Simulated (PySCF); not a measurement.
SMILES OB(O)[SiH2]O[SiH3] (H₇BO₃Si₂) (GFN2-xTB optimised geometry):

```
13

O      2.933    -0.688     0.000
B      1.581    -0.688     0.000
O      0.973    -1.909     0.001
Si     0.583     1.013     0.000
O     -0.991     0.543     0.031
Si    -2.529     0.108     0.220
H      3.327    -1.565     0.001
H      0.017    -1.902    -0.001
H      0.733     1.909     1.158
H      0.667     1.879    -1.187
H     -2.569    -0.838     1.340
H     -2.915    -0.553    -1.029
H     -3.327     1.300     0.490
```

Method: PBE/def2-TZVP run with PySCF 2.14.0.

Question: What are the frontier orbital energies and the dipole moment?

Answer: HOMO-2 -7.90 eV, HOMO-1 -7.00 eV, HOMO -6.71 eV, LUMO -1.25 eV, LUMO+1 -1.13 eV; dipole moment 1.31 D.

Meta-Löwdin charges at PBE/def2-TZVP: O1 -0.48, B2 0.20, O3 -0.48, Si4 0.68, O5 -0.82, Si6 0.71, H7 0.35, H8 0.36, H9 -0.10, H10 -0.09, H11 -0.11, H12 -0.11, H13 -0.10.
